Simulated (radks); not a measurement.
Question: Species: a nucleus of charge 64.5 with 64 electrons. Configuration: [Xe] 4f9 6s1. Method: Dirac Kohn-Sham, BLYP, spin-unpolarised, spherical densities, finite nucleus; open shells fill j = l - 1/2 first; Fermi nuclear charge, rms radius 5.06 fm; computed with a radial shooting solver on a logarithmic mesh with Libxc functionals. Some entries of the table are withheld. Estimate them.

orbital,occ.,eigenvalue (eV),<1/r> (bohr^-1)
1s1/2,2,-50916.82,72.37
2s1/2,2,-8416.141,17.28
2p1/2,2,-7995.722,17.27
2p3/2,4,-7274.560,15.22
3s1/2,2,-1861.947,6.303
3p1/2,2,(1),6.220
3p3/2,4,(2),5.702
3d3/2,4,-1215.311,5.581
3d5/2,6,-1182.944,5.452
4s1/2,2,-368.1023,2.632
4p1/2,2,-296.7739,(3)
4p3/2,4,-263.8149,(4)
4d3/2,4,(5),2.126
4d5/2,6,(6),2.082
5s1/2,2,-47.0923,0.9867
5p1/2,2,-28.1948,0.8586
5p3/2,4,-24.0992,0.7934
6s1/2,1,-5.4947,0.3055
4f5/2,6,-3.0456,1.455
4f7/2,3,-2.3399,1.424

Answer: 
(1) 3p1/2 eigenvalue (eV): -1679.233
(2) 3p3/2 eigenvalue (eV): -1530.833
(3) 4p1/2 <1/r> (bohr^-1): 2.525
(4) 4p3/2 <1/r> (bohr^-1): 2.347
(5) 4d3/2 eigenvalue (eV): -146.3331
(6) 4d5/2 eigenvalue (eV): -140.3985
